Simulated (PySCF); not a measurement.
A GIAO shielding run with PySCF (density fitting, non-relativistic, gas phase) on `CNC(C)(C)[SiH2][SiH3]`, C$_{4}$H$_{15}$NSi$_{2}$:

```
$ OMP_NUM_THREADS=1 python probes_run.py task.json out

{"job": {"kind": "nmr", "xc": "PBE0", "basis": "pcSseg-1"}, "charge": 0, "multiplicity": 1}
C     -0.504835     2.104900    -0.040272
N     -1.021808     0.838422    -0.500222
C     -0.647177    -0.344539     0.275626
C     -1.116556    -1.553144    -0.537813
C     -1.417494    -0.321829     1.597125
Si     1.258630    -0.529191     0.614735
Si     2.483944    -0.119158    -1.297970
H     -0.889349     2.890815    -0.689519
H      0.596573     2.164155    -0.036819
H     -0.859733     2.296373     0.970725
H     -0.756978     0.699640    -1.470506
H     -0.556390    -1.640931    -1.468800
H     -0.984967    -2.471573     0.028757
H     -2.171852    -1.446195    -0.785565
H     -2.481988    -0.200750     1.404096
H     -1.260445    -1.253244     2.135428
H     -1.088405     0.494227     2.234847
H      1.623606     0.345994     1.740756
H      1.439716    -1.894724     1.132060
H      1.645873     0.133739    -2.479277
H      3.341439     1.062275    -1.167192
H      3.357784    -1.235877    -1.661052
```

Hardware: 1 thread of an Arm Neoverse V1, shared host. The job also computes population analyses, field gradients.

Task: How large is the calculation?

Result: 74 electrons, 208 basis functions and 1120 auxiliary functions.

Task: How long does it take, and how much memory does it need?

Result: 54 s of wall time, with 12 SCF cycles and 4 response iterations; peak memory 0.91 GiB. Times on a shared host scatter by some tens of per cent.
